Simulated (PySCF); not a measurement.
ClTl, triplet, geometry from GFN2-xTB (such geometries of metal compounds can be far from the true shape) (a higher spin typed on purpose: for a closed-shell molecule this is an excited state) (core potentials on Tl); B3LYP/def2-TZVP in PySCF.

Input for PySCF:
```python
from pyscf import gto, scf, dft

mol = gto.M(
    atom='''
Tl   -0.00000000   -0.00000000   -0.52953298
Cl    0.00000000    0.00000000    2.52306893
''',
    basis='def2-tzvp',
    ecp={'Tl': 'def2-tzvp'},
    spin=2,
    verbose=4,
)

mf = dft.UKS(mol)
mf.xc = 'b3lyp'
mf.kernel()
mf.analyze()
```

Task: Predict the main parts of the log of this PySCF run.

Result: 
```
PySCF version 2.14.0

[INPUT] verbose = 4
[INPUT] num. atoms = 2
[INPUT] num. electrons = 38
[INPUT] charge = 0
[INPUT] spin (= nelec alpha-beta = 2S) = 2
[INPUT] symmetry False subgroup None
[INPUT] Mole.unit = angstrom
[INPUT] Symbol           X                Y                Z      unit          X                Y                Z       unit  Magmom
[...]
nuclear repulsion = 61.886963930531
number of shells = 29
number of NR pGTOs = 154
number of NR cGTOs = 87
basis = def2-tzvp
ecp = {'Tl': 'def2-tzvp'}

******** <class 'pyscf.dft.uks.UKS'> ********
method = UKS
initial guess = minao
damping factor = 0
level_shift factor = 0
DIIS = <class 'pyscf.scf.diis.CDIIS'>
diis_start_cycle = 1
diis_space = 8
diis_damp = 0
SCF conv_tol = 1e-09
SCF conv_tol_grad = None
SCF max_cycles = 50
direct_scf = True
direct_scf_tol = 1e-13
number electrons alpha = 20  beta = 18
XC library pyscf.dft.libxc version 7.1.2
    S. Lehtola, C. Steigemann, M. J. T. Oliveira, and M. A. L. Marques,  SoftwareX 7, 1–5 (2018)
XC functionals = b3lyp
    P. J. Stephens, F. J. Devlin, C. F. Chabalowski, and M. J. Frisch,  J. Phys. Chem. 98, 11623 (1994)
radial grids:
    Treutler-Ahlrichs [JCP 102, 346 (1995); DOI:10.1063/1.469408] (M4) radial grids

becke partition: Becke, JCP 88, 2547 (1988); DOI:10.1063/1.454033
pruning grids: <function nwchem_prune>
grids dens level: 3
symmetrized grids: False
atomic radii adjust function: <function treutler_atomic_radii_adjust>
small_rho_cutoff = 0
Set gradient conv threshold to 3.16228e-05
tot grids = 41808
init E= -602.51842546868

cycle= 1 E= -632.094816149868  delta_E= -29.6  |g|= 1.12  |ddm|= 6.51

cycle= 2 E= -631.060236648848  delta_E= 1.03  |g|= 1.86  |ddm|= 3.97

cycle= 3 E= -632.707575445902  delta_E= -1.65  |g|= 0.19  |ddm|= 2.25

cycle= 4 E= -632.722986371628  delta_E= -0.0154  |g|= 0.142  |ddm|= 0.358

cycle= 5 E= -632.729571755521  delta_E= -0.00659  |g|= 0.0305  |ddm|= 0.135

cycle= 6 E= -632.729893789914  delta_E= -0.000322  |g|= 0.00895  |ddm|= 0.0339

cycle= 7 E= -632.729934539666  delta_E= -4.07e-05  |g|= 0.00136  |ddm|= 0.0147

cycle= 8 E= -632.729952105059  delta_E= -1.76e-05  |g|= 0.00112  |ddm|= 0.0115

cycle= 9 E= -632.729966822794  delta_E= -1.47e-05  |g|= 0.00116  |ddm|= 0.00928

cycle= 10 E= -632.729923779481  delta_E= 4.3e-05  |g|= 0.00105  |ddm|= 0.0283

cycle= 11 E= -632.729793244928  delta_E= 0.000131  |g|= 0.00207  |ddm|= 0.162

cycle= 12 E= -632.729794507992  delta_E= -1.26e-06  |g|= 0.00184  |ddm|= 0.00489

[...]
converged SCF energy = -632.729795709368  <S^2> = 2.0045244  2S+1 = 3.0030148
Total Energy =                        -632.729795709367522
[...]
spin_pop of  0 Tl 5dxy     -0.00260
spin_pop of  0 Tl 5dyz     -0.00121
spin_pop of  0 Tl 5dz^2    -0.00590
spin_pop of  0 Tl 5dxz     -0.00591
spin_pop of  0 Tl 5dx2-y2   -0.00562
spin_pop of  0 Tl 6dxy     -0.00004
spin_pop of  0 Tl 6dyz      0.00001
spin_pop of  0 Tl 6dz^2    -0.00015
spin_pop of  0 Tl 6dxz      0.00096
spin_pop of  0 Tl 6dx2-y2    0.00100
spin_pop of  0 Tl 7dxy      0.00236
spin_pop of  0 Tl 7dyz      0.00141
spin_pop of  0 Tl 7dz^2     0.00579
spin_pop of  0 Tl 7dxz      0.00489
spin_pop of  0 Tl 7dx2-y2    0.00468
spin_pop of  0 Tl 5f-3     -0.00000
spin_pop of  0 Tl 5f-2      0.00001
spin_pop of  0 Tl 5f-1      0.00001
spin_pop of  0 Tl 5f+0      0.00000
spin_pop of  0 Tl 5f+1     -0.00000
spin_pop of  0 Tl 5f+2      0.00000
spin_pop of  0 Tl 5f+3      0.00000
spin_pop of  0 Tl 6f-3     -0.00000
spin_pop of  0 Tl 6f-2     -0.00000
spin_pop of  0 Tl 6f-1     -0.00003
spin_pop of  0 Tl 6f+0      0.00001
spin_pop of  0 Tl 6f+1     -0.00000
spin_pop of  0 Tl 6f+2      0.00000
spin_pop of  0 Tl 6f+3      0.00000
spin_pop of  1 Cl 1s       -0.00000
spin_pop of  1 Cl 2s       -0.00001
spin_pop of  1 Cl 3s       -0.00118
spin_pop of  1 Cl 4s        0.00020
spin_pop of  1 Cl 5s       -0.00000
spin_pop of  1 Cl 2px       0.00005
spin_pop of  1 Cl 2py       0.00000
spin_pop of  1 Cl 2pz      -0.00000
spin_pop of  1 Cl 3px       0.94596
spin_pop of  1 Cl 3py       0.05208
spin_pop of  1 Cl 3pz       0.00092
spin_pop of  1 Cl 4px       0.00176
spin_pop of  1 Cl 4py       0.00776
spin_pop of  1 Cl 4pz       0.00009
spin_pop of  1 Cl 5px       0.00005
spin_pop of  1 Cl 5py       0.00070
spin_pop of  1 Cl 5pz       0.00000
spin_pop of  1 Cl 6px       0.00007
spin_pop of  1 Cl 6py       0.00116
spin_pop of  1 Cl 6pz      -0.00003
spin_pop of  1 Cl 3dxy      0.00017
spin_pop of  1 Cl 3dyz      0.00351
spin_pop of  1 Cl 3dz^2     0.00018
spin_pop of  1 Cl 3dxz      0.00025
spin_pop of  1 Cl 3dx2-y2    0.00070
spin_pop of  1 Cl 4dxy      0.00000
spin_pop of  1 Cl 4dyz      0.00115
spin_pop of  1 Cl 4dz^2     0.00002
spin_pop of  1 Cl 4dxz      0.00007
spin_pop of  1 Cl 4dx2-y2    0.00000
spin_pop of  1 Cl 4f-3      0.00016
spin_pop of  1 Cl 4f-2      0.00002
spin_pop of  1 Cl 4f-1      0.00009
spin_pop of  1 Cl 4f+0      0.00002
spin_pop of  1 Cl 4f+1      0.00006
spin_pop of  1 Cl 4f+2      0.00008
spin_pop of  1 Cl 4f+3      0.00015
In total            20.00000 | 18.00000
Dipole moment(X, Y, Z, Debye): -0.00000,  0.00000,  1.09353
```
